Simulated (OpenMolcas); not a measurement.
# Sn⁺: CASPT2 settings compared

* Program: OpenMolcas 26.06
* Basis: ANO-RCC-VTZP [7s6p4d2f1g]
* Scalar Hamiltonian: DKH3, point nucleus
* Active space: 3 electrons in 4 orbitals (5s 5p)
* State averaging: 2S+1 = 4 odd, 1 root (0 in the spin-orbit step); 2S+1 = 2 odd, 3 roots; 2S+1 = 4 even, 3 roots; 2S+1 = 2 even, 6 roots
* Spin-orbit coupling: RASSI with atomic mean-field integrals over the reference wave functions, term energies averaged over their components

Methods on the same reference wave functions:
A. CASSCF
B. SS-CASPT2, IPEA 0.75 Eh, imaginary shift 0.1 Eh (closed shells correlated: 4s 4p 4d)
C. SS-CASPT2, IPEA 0.1 Eh, imaginary shift 0.2 Eh (closed shells correlated: none)
D. SS-CASPT2, IPEA 0.3 Eh, imaginary shift 0.05 Eh (closed shells correlated: 4s 4p 4d)

Energies in cm-1 above 5s2 5p 2P* 1/2, the measured ground level; measured values from NIST Handbook of Basic Atomic Spectroscopic Data.

```json
{"Level": "5s2 5p 2P* 1/2", "A": "0.0", "B": "0.0", "C": "0.0", "D": "0.0", "Measured": "0.0"}
{"Level": "5s2 5p 2P* 3/2", "A": "3794", "B": "3790", "C": "3790", "D": "3790", "Measured": "4251"}
{"Level": "5s 5p2 4P 1/2", "A": "38264", "B": "46030", "C": "41100", "D": "46190", "Measured": "46464"}
{"Level": "5s 5p2 4P 3/2", "A": "39774", "B": "47580", "C": "42630", "D": "47740", "Measured": "48368"}
{"Level": "5s 5p2 4P 5/2", "A": "41856", "B": "49610", "C": "44650", "D": "49740", "Measured": "50730"}
{"Level": "5s 5p2 2D 3/2", "A": "65738", "B": "65810", "C": "60340", "D": "63530", "Measured": "58844"}
{"Level": "5s 5p2 2D 5/2", "A": "65851", "B": "65980", "C": "60510", "D": "63730", "Measured": "59463"}
```

Deviations, from unrounded energies. A percentage is the sum of absolute deviations over the sum of measured energies, with the sign that they share, or ± where signs differ.

```csv
Against measurement,Levels,A,B,C,D
mean absolute deviation (cm-1),6,6600,2700,3400,1900
fine structure of the ground term (%),1,-10.8,-10.8,-10.8,-10.8
other configurations (%),5,±14.8,±6.0,±7.5,±4.1
```

D lies closest to measurement on these levels and A furthest from it. The largest miss of D in the table is 5s 5p2 2D 3/2, by +4700 cm-1. The ranking rests on the paired levels alone, and a cruder setting can come out closer through cancelling errors.

Among B to D the level of the table that moves most is 5s 5p2 2D 3/2, by 5500 cm-1 (lowest in C, highest in B). Moves below CASPT2's spread within the term are not significant.

The lowest spin-free term lies below A's lowest term by 0.622 hartree in B, 0.023 hartree in C, 0.629 hartree in D.

CASPT2 breaks the degeneracy within a term, and the mean is taken; among the terms shown or strongly mixed into the levels shown the widest spread is 900 cm-1 (5s 5p2 2D, D). Over all roots computed the reference weight is 0.86 to 0.92 in D; the roots of lowest weight are the least certain, and an intruder state may touch them. Some high roots are left out of the spin-orbit mixing, which shifts the levels that they would mix with. Terms of s pⁿ other than that of highest spin mix with s² pⁿ⁻² d, which this space lacks; all of them can be thousands of cm-1 off, and some have no real level of that name. Measured partners are found by configuration, term and J. A level has none where our copy of the source lacks it or the pairing is in doubt (some pairs that miss far off the trend of their configuration count as doubtful), and it then counts in no deviation. Only configurations of the active space appear. The table leaves out levels that lie high or whose names do not pair safely across all columns.

* marks odd parity.
